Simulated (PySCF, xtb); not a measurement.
oxasilolan-5-one (C₃H₆O₂Si), SMILES O=C1CC[SiH2]O1.

GFN2-xTB run with xtb at its own geometry gives an orbital gap of 4.89 eV and a dipole moment of 4.58 D.

Geometry optimised at B3LYP-D3(BJ)/def2-SVP. One conformer was computed; it need not be the lowest.

Question: What does r2SCAN/def2-TZVP (PySCF) give? (Estimate from the structure and the level; the computed values follow.)

Answer: gap 5.90 eV (levels -6.64 and -0.75 eV), dipole 4.41 D.
